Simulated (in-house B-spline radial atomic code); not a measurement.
Successive ionisation energies of manganese; each step leads to the configuration of the next row (after the last: [He] 2s2 2p1/2(1)). Dirac energy differences include first-order Breit, QED and recoil terms. NIST's values go from ground level to ground level; the uncertainty of those that are theory runs from under 0.1 % in few-electron ions to several per cent in heavy many-electron ones. Computed with a radial B-spline atomic code at the basis-set limit: Dirac-Hartree-Fock, jj configuration that fills j = l - 1/2 first, finite nuclei.

A number in brackets counts the electrons of a j subshell.

| ion | configuration | ionisation energy (eV) | tabulated value (eV) | computed minus tabulated (eV) | highest orbital | largest mean radius (bohr) |
| --- | --- | --- | --- | --- | --- | --- |
| Mn | [Ar] 3d3/2(4) 3d5/2(1) 4s2 | 6.6 | 7.434038 | -0.8 | 4s1/2 | 3.3192 |
| Mn+ | [Ar] 3d3/2(4) 3d5/2(1) 4s1 | 14.4 | 15.63999 | -1.3 | 4s1/2 | 2.9492 |
| Mn2+ | [Ar] 3d3/2(4) 3d5/2(1) | 29.8 | 33.668 | -3.9 | 3d5/2 | 1.1352 |
| Mn3+ | [Ar] 3d3/2(4) | ? | ? | ? | ? | ? |
| Mn4+ | [Ar] 3d3/2(3) | 70.3 | 72.41 | -2.1 | 3d3/2 | 0.95904 |
| Mn5+ | [Ar] 3d3/2(2) | 93.3 | 95.604 | -2.3 | 3d3/2 | 0.90267 |
| Mn6+ | [Ar] 3d3/2(1) | ? | ? | ? | ? | ? |
| Mn7+ | [Ne] 3s2 3p6 | 194.2 | 195.5 | -1.3 | 3p3/2 | 0.81727 |
| Mn8+ | [Ne] 3s2 3p1/2(2) 3p3/2(3) | 221.7 | 221.89 | -0.2 | 3p3/2 | 0.79815 |
| Mn9+ | [Ne] 3s2 3p1/2(2) 3p3/2(2) | 250.2 | 248.6 | 1.6 | 3p3/2 | 0.78054 |
| Mn10+ | [Ne] 3s2 3p1/2(2) 3p3/2(1) | 279.7 | 286.1 | -6.4 | 3p3/2 | 0.76392 |
| Mn11+ | [Ne] 3s2 3p1/2(2) | 309.7 | 314.4 | -4.7 | 3p1/2 | 0.74541 |
| Mn12+ | [Ne] 3s2 3p1/2(1) | 342.4 | 343.6 | -1.2 | 3p1/2 | 0.73443 |
| Mn13+ | [Ne] 3s2 | 400.6 | 402.95 | -2.3 | 3s1/2 | 0.72378 |
| Mn14+ | [Ne] 3s1 | ? | ? | ? | ? | ? |
| Mn15+ | [He] 2s2 2p6 | 1131.5 | 1133.7 | -2.2 | 2p3/2 | 0.2735 |
| Mn16+ | [He] 2s2 2p1/2(2) 2p3/2(3) | 1226.4 | 1224.1 | 2.3 | 2p3/2 | 0.26986 |
| Mn17+ | [He] 2s2 2p1/2(2) 2p3/2(2) | 1324.3 | 1320.3 | 4.0 | 2p3/2 | 0.26631 |
| Mn18+ | [He] 2s2 2p1/2(2) 2p3/2(1) | 1425.1 | 1430.9 | -5.8 | 2p3/2 | 0.26283 |
| Mn19+ | [He] 2s2 2p1/2(2) | 1534.0 | 1537.2 | -3.2 | 2p1/2 | 0.25943 |

Problem. Fill in the row of Mn3+.

Solution. ionisation energy (eV): 49.4; tabulated value (eV): 51.21; computed minus tabulated (eV): -1.8; highest orbital: 3d3/2; largest mean radius (bohr): 1.0289.

Problem. Fill in the row of Mn6+.

Solution. ionisation energy (eV): 118.2; tabulated value (eV): 119.203; computed minus tabulated (eV): -1.0; highest orbital: 3d3/2; largest mean radius (bohr): 0.85544.

Problem. Fill in the row of Mn14+.

Solution. ionisation energy (eV): 434.5; tabulated value (eV): 435.172; computed minus tabulated (eV): -0.6; highest orbital: 3s1/2; largest mean radius (bohr): 0.7121.

Problem. Where is the largest jump?

Solution. From Mn14+ to Mn15+, by a factor of 2.60 (434.53 to 1131.5 eV); the highest orbital goes from 3s1/2 to 2p3/2.

Problem. How far is this level of theory from the measured and semi-empirical values?

Solution. Over those 20 rows the differences run from -6.43 to +3.99 eV (mean absolute value 2.5 eV). The calculation leaves out correlation and, in open shells, the multiplet splittings that an average leaves out.
